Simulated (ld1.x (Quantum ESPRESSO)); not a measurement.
Sn: one change to a TM potential, before and after

- Element: tin (Sn)
- Generator: ld1.x (Quantum ESPRESSO) 7.5
- Type: norm-conserving Troullier–Martins (Kleinman–Bylander form)
- Functional: PBE
- Relativity: scalar-relativistic
- Frozen core: [Kr] 4d10
- Valence charge: 4
- Reference configuration: 5s2 5p2
- Partial waves: 5s (bound): rc 1.70 bohr; 5p (bound): rc 2.60 bohr; 5d channel at 0.2 Ry: rc 2.80 bohr
- Local potential: the d channel
- Core correction: a·sin(br)/r model core inside 1.75 bohr

All-electron outer shells of the reference configuration (PBE, scalar-relativistic, ld1.x):

```tsv
shell	level (eV)	outermost node (bohr)	outermost maximum (bohr)
4p	-89.70	0.41	0.79
4d	-25.84	0.39	0.88
5s	-10.55	0.98	2.01
5p	-3.69	1.09	2.55
```

Change: wave 5s (bound): rc 1.70 bohr becomes 5s (bound): rc 2.28 bohr.

Cutoffs: the cutoffs (Ry, on a coarse ladder) from which the occupation-weighted sum of valence levels, in a spherical-Bessel basis at the reference potential, stays within 10 and 1 mRy of its value at 400 Ry; they do not see the model core or the augmentation charge, which bear on the density cutoff. Errors are all-electron minus pseudo energies relative to the spin-unpolarised reference configuration.

Predict the effect on cutoff, ghosts and configuration errors.

The potential gets softer (25 Ry and 55 Ry → 18 Ry and 30 Ry); both files keep a bound ghost (p, s); the errors of the 7 common tests hardly move. A larger radius leaves more room for a smooth pseudo-wave, so fewer plane waves are needed.

| quantity | base | changed |
| --- | --- | --- |
| cutoff, loose | 25 Ry | 18 Ry |
| cutoff, tight | 55 Ry | 30 Ry |
| loose cutoff by channel (10 mRy a level) | s 18 Ry, p 10 Ry | s 10 Ry, p 10 Ry |
| bound ghosts | s, p | s, p |
| error for 5s2 5p1, meV [ΔE 6.87 eV] | -29 | -29 |
| error for 5s2 5p0, meV [ΔE 20.83 eV] | -115 | -114 |
| error for 5s1 5p0, meV [ΔE 51.80 eV] | -454 | -451 |
| error for 5s2 5p1.5, meV [ΔE 2.62 eV] | -6.6 | -6.6 |
| error for 5s1 5p3, meV [ΔE 6.98 eV] | -32 | -32 |
| error for 5s1 5p2, meV [ΔE 14.52 eV] | -116 | -116 |
| error for 5s0 5p4, meV [ΔE 14.19 eV] | -132 | -133 |
| s: phases at 3.06 bohr within 0.05 rad from the reference energy up to (Ry; the scan ends near 5) | 0.8 | 0.8 |
| p: phases at 3.06 bohr within 0.05 rad from the reference energy up to (Ry; the scan ends near 5) | 1.2 | 1.2 |
| d: phases at 3.06 bohr within 0.05 rad from the reference energy up to (Ry; the scan ends near 5) | 0.7 | 0.7 |

 A true bound ghost makes a file unfit for plane-wave use even where its test errors are small: the radial tests pick states by their node count and pass the ghost by.
